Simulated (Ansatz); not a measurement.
Born–Oppenheimer molecular dynamics of CH7AlBNO2S (14 atoms, charge 0, multiplicity 1). It starts from a relaxed structure.

Level of theory: RKS B3LYP-D4/STO-3G (Ansatz).

- ensemble: NVT, Nosé–Hoover chain
- time step: 0.25 fs
- steps asked: 296
- set temperature: 300 K
- thermostat: time constant 100 fs, chain length 3 (defaults)
- temperature schedule: 74 steps to 300 K, then 222 steps to 10 K
- seed: 358410

First frame:

```xyz
14
Properties=species:S:1:pos:R:3
N -2.259 1.597 -1.041
Al -0.974 0.960 -0.061
S -0.541 1.879 1.776
B 0.154 -0.651 -0.562
O 0.085 -1.253 -1.781
C 1.159 -1.270 0.555
O 1.701 -0.284 1.538
H -2.561 1.218 -1.959
H -2.867 2.404 -0.802
H 0.475 0.969 1.970
H 0.728 -2.050 -1.835
H 0.590 -1.992 1.181
H 2.002 -1.855 0.113
H 2.295 0.300 0.936
```

(1) How far do the bonds stretch over the last three quarters of this one trajectory? (Pairs bonded in most of those frames.)

Answers

(1) 
| bond | mean (Å) | spread (Å) | shortest | longest |
| --- | --- | --- | --- | --- |
| N1–Al2 | 1.747 | 0.017 | 1.72 | 1.77 |
| N1–H8 | 1.042 | 0.021 | 1.01 | 1.08 |
| N1–H9 | 1.044 | 0.019 | 1.01 | 1.08 |
| Al2–S3 | 2.097 | 0.031 | 2.05 | 2.14 |
| Al2–B4 | 2.019 | 0.028 | 1.99 | 2.08 |
| S3–H10 | 1.383 | 0.014 | 1.36 | 1.40 |
| B4–O5 | 1.365 | 0.018 | 1.34 | 1.40 |
| B4–C6 | 1.623 | 0.026 | 1.57 | 1.66 |
| O5–H11 | 1.026 | 0.004 | 1.02 | 1.03 |
| C6–O7 | 1.501 | 0.018 | 1.47 | 1.54 |
| C6–H12 | 1.115 | 0.005 | 1.10 | 1.12 |
| C6–H13 | 1.116 | 0.011 | 1.10 | 1.14 |
| O7–H14 | 1.028 | 0.008 | 1.01 | 1.04 |

Mean temperature of the second half: 144 K. The conserved energy stayed within 0.033 meV per atom of its start (net change 0.012 meV per atom), so the integration is sound. The schedule's set-point averaged 107 K over the second half and the system 144 K, so it lags behind the ramp. A run of 0.074 ps of so small a system gives no equilibrium averages. Limits of this set-up: minimal basis.

The run took 19 min on 1 thread of Arm Neoverse V1, on a shared host, peak memory 0.14 GiB.
